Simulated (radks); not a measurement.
Polarisability of the magnesium ion Mg8+, [He] 2s2, at imaginary frequency. All-electron calculation, scalar-relativistic Kohn-Sham, LDA (Slater exchange, Perdew-Wang correlation), spin-unpolarised, spherical densities, finite nucleus; Fermi nuclear charge, rms radius 3.057 fm. Program: a radial shooting solver on a logarithmic mesh with Libxc functionals. Response by self-consistent Sternheimer equations with the Hartree and adiabatic LDA kernel, the relativistic mass of each level held fixed and spin-orbit coupling left out.

| w (hartree) | alpha1(iw) (bohr^3) | alpha2(iw) (bohr^5) |
|---|---|---|
| 0.00266 | 0.2458 | 0.02629 |
| 0.0143 | 0.2457 | 0.02629 |
| 0.0360 | 0.2455 | 0.02629 |
| 0.0697 | 0.2449 | 0.02629 |
| 0.118 | 0.2433 | 0.02629 |
| 0.186 | 0.2398 | 0.02628 |
| 0.280 | 0.2326 | 0.02626 |
| 0.413 | 0.2190 | 0.02621 |
| 0.605 | 0.1952 | 0.02612 |
| 0.892 | 0.1585 | 0.02592 |
| 1.35 | 0.1120 | 0.02546 |
| 2.12 | 0.06731 | 0.02433 |
| 3.59 | 0.03535 | 0.02136 |
| 6.94 | 0.01630 | 0.01414 |
| 17.5 | 0.004830 | 0.004107 |

Static values: alpha1 = 0.2458 bohr^3 (0.03642 angstrom^3; uncoupled 0.4549), alpha2 = 0.02629 bohr^5, alpha3 = 0.01337 bohr^7. C6 = 0.05836, C8 = 0.05824, triple-dipole C9 = 0.01021 atomic units. One-pole (London) frequency 4 C6 / (3 alpha1^2) = 1.288 hartree, against 11.341 for minus the highest occupied eigenvalue.
